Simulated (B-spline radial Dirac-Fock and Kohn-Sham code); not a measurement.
**What relativity does to the binding energies of W⁺**

System: W⁺ in the configuration 1s2 2s2 2p6 3s2 3p6 3d10 4s2 4p6 4d10 4f14 5s2 5p6 5d4 6s1.

Both columns are ΔSCF binding energies of the configuration average from a B-spline atomic structure program: non-relativistic Hartree-Fock with a point nucleus, and Dirac-Fock with a finite nucleus and the Coulomb interaction alone, averaged over the two j levels with weights 2j+1.

```tsv
shell	Hartree-Fock (eV)	Dirac-Fock (eV)	shift (eV)	shift (%)
1s	64223.1	69885.8	+5662.74	+8.82
2s	10664.1	12165.9	+1501.79	+14.08
2p	10200.6	10699.9	+499.25	+4.89
3s	2480.0	2850.7	+370.71	+14.95
3p	2265.1	2404.0	+138.91	+6.13
3d	1868.8	1852.3	-16.55	-0.89
4s	528.8	619.5	+90.67	+17.15
4p	438.0	469.9	+31.88	+7.28
4d	273.3	268.8	-4.49	-1.64
4f	57.16	47.64	-9.52	-16.65
5p	55.02	58.23	+3.21	+5.84
5d	16.62	15.29	-1.33	-8.00
6s	12.57	14.11	+1.54	+12.28
```

Relativity binds 1s, 2s, 2p, 3s, 3p, 4s, 4p, 5p, 6s more strongly, among those listed most of all 4s in relative terms, and 3d, 4d, 4f, 5d more weakly, because the contracted s and p shells screen the nucleus better.

Values without a named source are computed, but for edge energies of neutral atoms, which are taken from tables.
